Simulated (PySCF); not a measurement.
## Ionisation energy of Mn by level of theory

Mn [Ar] 3d5 4s2 (6S) → Mn⁺ [Ar] 3d5 4s1 (7S), as a difference of total energies. All numbers are calculated (PySCF 2.14, the non-relativistic Hamiltonian (point nucleus), in def2-TZVPPD). Correlated levels: valence and next inner shell: [Ne] frozen. The calculations carry no spin-orbit coupling.

```tsv
method	ionisation energy (eV)	difference from reference (eV)
UHF	5.978	-1.456
MP2 (valence and next inner shell)	6.999	-0.435
SCS-MP2 (valence and next inner shell)	7.099	-0.335
CCSD (valence and next inner shell)	7.137	-0.297
CCSD(T) (valence and next inner shell)	7.247	-0.187
```

Reference: 7.434 eV (measured; NIST Atomic Spectra Database, ionization energies).

These non-relativistic numbers lack the scalar-relativistic shift.

Errors of the correlated levels include the incompleteness of this basis and the frozen core.
